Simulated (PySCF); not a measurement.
CH₈Ge₂, SMILES [CH3][GeH2][GeH3]. Atoms are numbered in the order given.

```xyz
11

C     -1.1741    -2.0630     0.0000
Ge     0.4454    -0.9357     0.0000
Ge    -0.1409     1.4304     0.0000
H     -0.8927    -3.1341     0.0000
H     -1.7850    -1.8553    -0.8996
H     -1.7850    -1.8553     0.8996
H      1.3059    -1.2537     1.2565
H      1.3059    -1.2537    -1.2565
H     -0.9855     1.7838    -1.2552
H     -0.9855     1.7838     1.2552
H      1.1228     2.3321     0.0000
```

Geometry optimised at PBE-D3(BJ)/def2-SVP. The structure was generated by enumeration, and PubChem lists no compound with its InChIKey, so it may never have been made.

All values below come from PySCF with TDDFT-M06-2X/def2-SVPD.

Vertical excitations. The molecule is in vacuum. State labels are in the subgroup Cs.

Estimate the UV-visible absorptions. (The exact figures need the calculation; the answer reports its results.)


```tsv
state	symmetry	energy (eV)	λ (nm)	f	main pairs
S1	A'	6.93	179	0.038	HOMO→LUMO 86 %
S2	A'	7.18	173	0.111	HOMO→LUMO+1 64 %, HOMO→LUMO+2 26 %
S3	A"	7.36	169	0.029	HOMO→LUMO+3 93 %
S4	A'	7.40	168	0.500	HOMO→LUMO+2 58 %, HOMO→LUMO+1 30 %
S5	A'	7.83	158	0.010	HOMO→LUMO+4 92 %
S6	A'	7.97	156	0.138	HOMO−1→LUMO 77 %
S7	A"	8.18	152	0.039	HOMO→LUMO+5 42 %, HOMO−2→LUMO 41 %, HOMO−2→LUMO+1 7 %
S8	A"	8.18	152	0.009	HOMO→LUMO+5 51 %, HOMO−2→LUMO 33 %
S9	A'	8.37	148	0.083	HOMO−1→LUMO+1 72 %
S10	A"	8.44	147	0.059	HOMO−2→LUMO+1 68 %, HOMO−2→LUMO 11 %
T1	A'	6.29	197	0	HOMO→LUMO+1 41 %, HOMO→LUMO 38 %
T2	A'	6.50	191	0	HOMO→LUMO+2 44 %, HOMO→LUMO+1 17 %, HOMO→LUMO 16 %, HOMO→LUMO+6 10 %
T3	A"	6.63	187	0	HOMO→LUMO+3 93 %
T4	A'	6.84	181	0	HOMO→LUMO+2 36 %, HOMO→LUMO 30 %, HOMO→LUMO+1 23 %
```
Triplets are in the Tamm–Dancoff approximation, which puts them higher than full response would, so one can lie above its singlet here.
